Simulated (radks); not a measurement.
Initial-state core-level shifts of the ytterbium ion Yb3+ when its valence configuration changes from [Xe] 4f13. Calculated with a radial shooting solver on a logarithmic mesh with Libxc functionals: scalar-relativistic Kohn-Sham, LDA (Slater exchange, Perdew-Wang correlation), spin-polarised, spherical densities, point nucleus; open shells are filled with parallel spins first (spin-orbit coupling, left out, can overturn this in heavy ions). Shifts are changes of the shell-averaged eigenvalues in eV (positive: less bound).

| valence | 1s | 3s | 4s | 5p |
|---|---|---|---|---|
| 4f12 6p1 | -12.554 | -14.161 | -13.635 | -7.705 |
| 4f11 5d1 6p1 | -21.393 | -24.878 | -23.541 | -11.216 |
| 4f12 5d1 | -7.971 | -9.554 | -9.024 | -3.493 |
| 4f12 6s1 | -11.223 | -12.842 | -12.310 | -6.456 |
| 4f11 6s2 | -23.741 | -27.262 | -25.898 | -13.194 |
| 4f11 6s1 6p1 | -24.931 | -28.457 | -27.094 | -14.290 |
| 4f12.5 6p0.5 | -6.134 | -6.898 | -6.671 | -3.845 |
